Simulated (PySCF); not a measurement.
This script is equivalent to a calculation on Br (bromine, neutral).

```python
from pyscf import gto, scf, dft, mp, cc
import basis_set_exchange as bse
mol = gto.M(atom="Br 0 0 0", charge=0, spin=1, symmetry="D2h",
            basis=gto.basis.parse(bse.get_basis("x2c-TZVPall", elements=["Br"], fmt="nwchem", header=False)),
            nucmod="G")
mf = dft.UKS(mol, xc="B3LYP").sfx2c1e()
mf.irrep_nelec = {'Ag': (6, 6), 'B1g': (1, 1), 'B2g': (1, 1), 'B3g': (1, 1), 'B1u': (3, 3), 'B2u': (3, 3), 'B3u': (3, 2)}
mf.kernel()
```

**Question.** What total energy does it give?

**Answer.** -2606.249 hartree (calculated).

**Question.** Which occupied shell lies highest, and where?

**Answer.** 4p β, at -8.454 eV.

**Question.** What is ⟨S²⟩, and what would a pure spin state give?

**Answer.** 0.752, against 0.75.
